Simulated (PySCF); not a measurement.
H2S2, charge -1, doublet, at the geometry of the source list (a state made from the parent by changing its charge; the spin is typed, not shown lowest) (a gas-phase anion, which may not be bound at this level); CASSCF(5,4)/6-31G (PySCF).

The PySCF input:
```python
from pyscf import gto, scf, mcscf
import numpy

mol = gto.Mole()
mol.atom = '''
    S    -0.897300    0.419300    0.507900
    S     0.891600    0.466900   -0.478800
    H    -1.532500   -0.445200   -0.294100
    H     1.538300   -0.441000    0.265100
'''
mol.basis = '6-31g'
mol.charge = -1
mol.spin = 1
mol.verbose = 4
mol.build()

mf = scf.ROHF(mol)
mf.kernel()
mc = mcscf.CASSCF(mf, 4, 5)
mc.fix_spin_(ss=0.75)
mc.kernel()
occ = numpy.linalg.eigvalsh(mc.fcisolver.make_rdm1(mc.ci, mc.ncas, mc.nelecas))[::-1]
ss = mc.fcisolver.spin_square(mc.ci, mc.ncas, mc.nelecas)[0]
print('natural occupations', occ.round(4), ' <S^2>', round(ss, 4))
```

What the program printed (banner, timings and long lists left out):

```
PySCF version 2.14.0

[INPUT] verbose = 4
[INPUT] num. atoms = 4
[INPUT] num. electrons = 35
[INPUT] charge = -1
[INPUT] spin (= nelec alpha-beta = 2S) = 1
[INPUT] symmetry False subgroup None
[INPUT] Mole.unit = angstrom
[INPUT] Symbol           X                Y                Z      unit          X                Y                Z       unit  Magmom
[INPUT]  1 S     -0.897300000000   0.419300000000   0.507900000000 AA   -1.695651251572   0.792362164030   0.959791898667 Bohr   0.0
[INPUT]  2 S      0.891600000000   0.466900000000  -0.478800000000 AA    1.684879812662   0.882313127559  -0.904800868442 Bohr   0.0
[INPUT]  3 H     -1.532500000000  -0.445200000000  -0.294100000000 AA   -2.896005285896  -0.841306070656  -0.555768453235 Bohr   0.0
[INPUT]  4 H      1.538300000000  -0.441000000000   0.265100000000 AA    2.906965697418  -0.833369220933   0.500966395622 Bohr   0.0

nuclear repulsion = 85.6249242106394
number of shells = 18
number of NR pGTOs = 100
number of NR cGTOs = 30
basis = 6-31g
ecp = {}

******** <class 'pyscf.scf.rohf.ROHF'> ********
method = ROHF
initial guess = minao
damping factor = 0
level_shift factor = 0
DIIS = <class 'pyscf.scf.diis.CDIIS'>
diis_start_cycle = 1
diis_space = 8
diis_damp = 0
SCF conv_tol = 1e-09
SCF conv_tol_grad = None
SCF max_cycles = 50
direct_scf = True
direct_scf_tol = 1e-13
num. doubly occ = 17  num. singly occ = 1
Set gradient conv threshold to 3.16228e-05
init E= -796.221900796653
  HOMO = 0.0104140697462392  LUMO = 0.133851235375318  gap/eV = 3.35890
cycle= 1 E= -795.979535452626  delta_E= 0.242  |g|= 0.278  |ddm|= 3.67
  HOMO = 0.24896976255781  LUMO = 0.394863760631821  gap/eV = 3.96998
cycle= 2 E= -796.0128210158  delta_E= -0.0333  |g|= 0.0879  |ddm|= 0.969
  HOMO = 0.202643404198344  LUMO = 0.38498924735323  gap/eV = 4.96188
cycle= 3 E= -796.016094720385  delta_E= -0.00327  |g|= 0.0177  |ddm|= 0.54
  HOMO = 0.20786960029337  LUMO = 0.391294110948246  gap/eV = 4.99124
cycle= 4 E= -796.01629180216  delta_E= -0.000197  |g|= 0.00336  |ddm|= 0.0626
  HOMO = 0.20735936868599  LUMO = 0.391070514290707  gap/eV = 4.99903
cycle= 5 E= -796.016305099766  delta_E= -1.33e-05  |g|= 0.000564  |ddm|= 0.0284
  HOMO = 0.207374942701433  LUMO = 0.391128577788688  gap/eV = 5.00019
cycle= 6 E= -796.016305850605  delta_E= -7.51e-07  |g|= 0.000158  |ddm|= 0.00934
  HOMO = 0.207370451448812  LUMO = 0.391140708445483  gap/eV = 5.00064
cycle= 7 E= -796.016305935448  delta_E= -8.48e-08  |g|= 3.45e-05  |ddm|= 0.00459
  HOMO = 0.207366481106679  LUMO = 0.391142269262087  gap/eV = 5.00079
cycle= 8 E= -796.016305938852  delta_E= -3.4e-09  |g|= 4.06e-06  |ddm|= 0.00108
  HOMO = 0.207365834427463  LUMO = 0.391142034375792  gap/eV = 5.00081
cycle= 9 E= -796.016305938871  delta_E= -1.96e-11  |g|= 1.11e-06  |ddm|= 5.62e-05
  HOMO = 0.207365803835745  LUMO = 0.391141991274789  gap/eV = 5.00080
Extra cycle  E= -796.016305938873  delta_E= -1.14e-12  |g|= 4.29e-07  |ddm|= 4.34e-06
converged SCF energy = -796.016305938873

******** <class 'pyscf.mcscf.mc1step.CASSCF'> ********
CAS (3e+2e, 4o), ncore = 15, nvir = 11
max_cycle_macro = 50
max_cycle_micro = 4
conv_tol = 1e-07
conv_tol_grad = None
orbital rotation max_stepsize = 0.02
orbital rotation threshold for CI restart = 0.01
augmented hessian ah_max_cycle = 30
augmented hessian ah_conv_tol = 1e-12
augmented hessian ah_linear dependence = 1e-14
augmented hessian ah_level shift = 1e-08
augmented hessian ah_start_tol = 2.5
augmented hessian ah_start_cycle = 3
augmented hessian ah_grad_trust_region = 3
kf_trust_region = 3
kf_interval = 4
ci_response_space = 4
ci_grad_trust_region = 3
with_dep4 0
natorb = False
canonicalization = True
sorting_mo_energy = False
ao2mo_level = 2
internal_rotation = False
******** <class 'pyscf.fci.addons.SpinPenaltyFCISolver'> ********
max. cycles = 50
conv_tol = 1e-08
davidson only = True
linear dependence = 1e-12
level shift = 0.001
max iter space = 12
nroots = 1
pspace_size = 400
spin = None
CASCI E = -796.016906245033  S^2 = 0.7500000
Set conv_tol_grad to 0.000316228
macro iter   1 ( 21 JK    4 micro), CASSCF E = -796.017968623622  dE = -1.06237859e-03  S^2 = 0.7500000
               |grad[o]|=0.00151  |grad[c]|=0.0178  |ddm|=0.0283  |maxRot[o]|= 0.18
macro iter   2 ( 21 JK    4 micro), CASSCF E = -796.022465589741  dE = -4.49696612e-03  S^2 = 0.7500000
               |grad[o]|=0.00415  |grad[c]|=0.00916  |ddm|=0.0498  |maxRot[o]|=0.218
macro iter   3 ( 21 JK    4 micro), CASSCF E = -796.030178385304  dE = -7.71279556e-03  S^2 = 0.7500000
               |grad[o]|=0.0125  |grad[c]|=0.0126  |ddm|=0.0127  |maxRot[o]|=0.205
macro iter   4 ( 21 JK    4 micro), CASSCF E = -796.033481060911  dE = -3.30267561e-03  S^2 = 0.7500000
               |grad[o]|=0.0129  |grad[c]|=0.0119  |ddm|=0.00956  |maxRot[o]|=0.121
macro iter   5 ( 21 JK    4 micro), CASSCF E = -796.034518567846  dE = -1.03750693e-03  S^2 = 0.7500000
               |grad[o]|=0.00867  |grad[c]|=0.00632  |ddm|=0.00417  |maxRot[o]|=0.125
macro iter   6 ( 17 JK    4 micro), CASSCF E = -796.034844246923  dE = -3.25679077e-04  S^2 = 0.7500000
               |grad[o]|=0.00497  |grad[c]|=0.0221  |ddm|=0.00229  |maxRot[o]|=0.147
macro iter   7 ( 17 JK    4 micro), CASSCF E = -796.035046245376  dE = -2.01998453e-04  S^2 = 0.7500000
               |grad[o]|=0.0044  |grad[c]|=0.0172  |ddm|=0.00426  |maxRot[o]|=0.108
macro iter   8 ( 21 JK    4 micro), CASSCF E = -796.035136547409  dE = -9.03020332e-05  S^2 = 0.7500000
               |grad[o]|=0.00363  |grad[c]|=0.00843  |ddm|=0.00178  |maxRot[o]|=0.0404
macro iter   9 ( 17 JK    4 micro), CASSCF E = -796.035306677300  dE = -1.70129890e-04  S^2 = 0.7500000
               |grad[o]|=0.00344  |grad[c]|=0.0205  |ddm|=0.00389  |maxRot[o]|=0.0928
macro iter  10 ( 21 JK    4 micro), CASSCF E = -796.035396981739  dE = -9.03044397e-05  S^2 = 0.7500000
               |grad[o]|=0.00305  |grad[c]|=0.0109  |ddm|=0.00198  |maxRot[o]|=0.0897
macro iter  11 ( 21 JK    4 micro), CASSCF E = -796.035373612941  dE =  2.33687981e-05  S^2 = 0.7500000
               |grad[o]|=0.00357  |grad[c]|=0.0214  |ddm|=0.00221  |maxRot[o]|=0.152
macro iter  12 ( 21 JK    4 micro), CASSCF E = -796.035505381368  dE = -1.31768427e-04  S^2 = 0.7500000
               |grad[o]|=0.00579  |grad[c]|=0.00888  |ddm|=0.000429  |maxRot[o]|=0.0897
macro iter  13 ( 21 JK    4 micro), CASSCF E = -796.035566910813  dE = -6.15294454e-05  S^2 = 0.7500000
               |grad[o]|=0.00427  |grad[c]|=0.0163  |ddm|=0.00211  |maxRot[o]|=0.144
macro iter  14 (  7 JK    2 micro), CASSCF E = -796.035743839395  dE = -1.76928582e-04  S^2 = 0.7500000
               |grad[o]|=0.00389  |grad[c]|=0.00533  |ddm|=0.00111  |maxRot[o]|=0.0518
macro iter  15 (  7 JK    2 micro), CASSCF E = -796.035878604002  dE = -1.34764607e-04  S^2 = 0.7500000
               |grad[o]|=0.00216  |grad[c]|=0.00741  |ddm|=0.00137  |maxRot[o]|=0.0601
macro iter  16 (  6 JK    2 micro), CASSCF E = -796.035925676206  dE = -4.70722036e-05  S^2 = 0.7500000
               |grad[o]|=0.00119  |grad[c]|=0.00458  |ddm|=0.000922  |maxRot[o]|=0.0463
macro iter  17 ( 14 JK    4 micro), CASSCF E = -796.035922853443  dE =  2.82276255e-06  S^2 = 0.7500000
               |grad[o]|=0.000366  |grad[c]|=0.00172  |ddm|=0.000784  |maxRot[o]|=0.0219
macro iter  18 ( 21 JK    4 micro), CASSCF E = -796.035923658562  dE = -8.05119157e-07  S^2 = 0.7500000
               |grad[o]|=0.00056  |grad[c]|=0.000738  |ddm|=0.000253  |maxRot[o]|=0.00897
macro iter  19 ( 19 JK    4 micro), CASSCF E = -796.035913388505  dE =  1.02700576e-05  S^2 = 0.7500000
               |grad[o]|=0.000269  |grad[c]|=0.0013  |ddm|=0.000227  |maxRot[o]|=0.0668
macro iter  20 ( 21 JK    4 micro), CASSCF E = -796.035922948769  dE = -9.56026406e-06  S^2 = 0.7500000
               |grad[o]|=0.000485  |grad[c]|=0.00132  |ddm|=0.000233  |maxRot[o]|=0.0511
macro iter  21 ( 21 JK    4 micro), CASSCF E = -796.035922685835  dE =  2.62934350e-07  S^2 = 0.7500000
               |grad[o]|=0.000291  |grad[c]|=0.000888  |ddm|=0.000213  |maxRot[o]|=0.0363
macro iter  22 ( 12 JK    2 micro), CASSCF E = -796.035926008609  dE = -3.32277455e-06  S^2 = 0.7500000
               |grad[o]|=0.000289  |grad[c]|=0.000414  |ddm|=9.13e-05  |maxRot[o]|=0.0211
macro iter  23 ( 14 JK    3 micro), CASSCF E = -796.035927183951  dE = -1.17534216e-06  S^2 = 0.7500000
               |grad[o]|=0.000159  |grad[c]|=0.00038  |ddm|=2.42e-05  |maxRot[o]|=0.00881
macro iter  24 (  6 JK    1 micro), CASSCF E = -796.035928209765  dE = -1.02581396e-06  S^2 = 0.7500000
               |grad[o]|=5.09e-05  |grad[c]|=0.00057  |ddm|=0.000153  |maxRot[o]|=0.0174
macro iter  25 (  5 JK    1 micro), CASSCF E = -796.035928323277  dE = -1.13511760e-07  S^2 = 0.7500000
               |grad[o]|=3.75e-05  |grad[c]|=0.000229  |ddm|=1.31e-05  |maxRot[o]|=0.00572
macro iter  26 (  1 JK    1 micro), CASSCF E = -796.035928323317  dE = -3.97903932e-11  S^2 = 0.7500000
               |grad[o]|=2.7e-05  |grad[c]|=6.94e-06  |ddm|=4.67e-06  |maxRot[o]|=    0
1-step CASSCF converged in  26 macro (415 JK  86 micro) steps
CASSCF canonicalization
Density matrix diagonal elements [1.99237457 1.97754779 1.00008301 0.02999462]
CASSCF energy = -796.035928323317
CASCI E = -796.035928323317  E(CI) = -5.70486258460551  S^2 = 0.7500000
natural occupations [1.9988 1.9711 1.0001 0.03  ]  <S^2> 0.75
```
